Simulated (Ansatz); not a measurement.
The cluster Mg2Se2⁻, relaxed as a doublet with UKS r2SCAN-D4/def2-SVPD in Ansatz, starting from the GFN1-xTB geometry. Force threshold 0.02 eV/Å.

The relaxation made no stability test and no search for a lower SCF solution. The structure comes from a short search, and lower isomers may exist.

Start:

```xyz
4

Mg    0.6781    0.7081    1.3787
Mg   -0.4817   -0.5051   -0.9771
Se    1.8002   -1.0889   -0.6228
Se   -1.9966    0.8859    0.2212
```

```
        step   energy (eV)  largest force component (eV/Å)  SCF passes
           1  -141572.4597                           0.602          17
           2  -141572.6754                           0.364          26
           3  -141572.8009                           0.377          29
           4  -141572.8132                           0.046          21
5 (rejected)  -141572.8131                           0.050          22
           6  -141572.8135                           0.001          23
```

Force components are those of the run's own axes.

End:

```
atom    x (Å)    y (Å)    z (Å)
 Mg1   0.5794   0.6080   1.1797
 Mg2  -0.5794  -0.6080  -1.1796
 Se3   1.7719  -0.9223  -0.3949
 Se4  -1.7719   0.9224   0.3949
```

By distances, no bond broke or formed. The bond that changes most is Mg1–Se4, from 2.92 to 2.50 Å (atoms count from 1).

No frequencies were taken in this run, so the end may be a saddle point.

Run time 23 s (4 threads of Arm Neoverse V1 on a shared host).
